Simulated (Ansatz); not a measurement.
Basis-set series for CuH (`[CuH]`). Charge 0, multiplicity 1. The structure was optimised at the PBE0-D4/def2-TZVP level.

```
atom   x (Å)   y (Å)   z (Å)
 Cu1   0.029   0.511  -0.538
  H2  -0.029  -0.511   0.538
```

```
functional       basis  functions  energy (Eh)  HOMO (eV)  LUMO (eV)
   PBE0-D4  def2-TZVPP         78  -1640.84011      -6.65      -1.85
   PBE0-D4  def2-QZVPP        130  -1640.88265      -6.63      -1.94
   ωB97M-V  def2-TZVPP         78  -1640.99140      -8.95      -0.24
   ωB97M-V  def2-QZVPP        130  -1641.03302      -8.94      -0.53
```

**Question.** Give the rows for def2-SVP. (An estimate is asked.)

**Answer.** Ansatz gave: 
```csv
functional,basis,functions,energy (Eh),HOMO (eV),LUMO (eV)
PBE0-D4,def2-SVP,36,-1640.58718,-6.15,-1.37
ωB97M-V,def2-SVP,36,-1640.73851,-8.45,0.41
```

Scalar relativity is left out up to krypton.
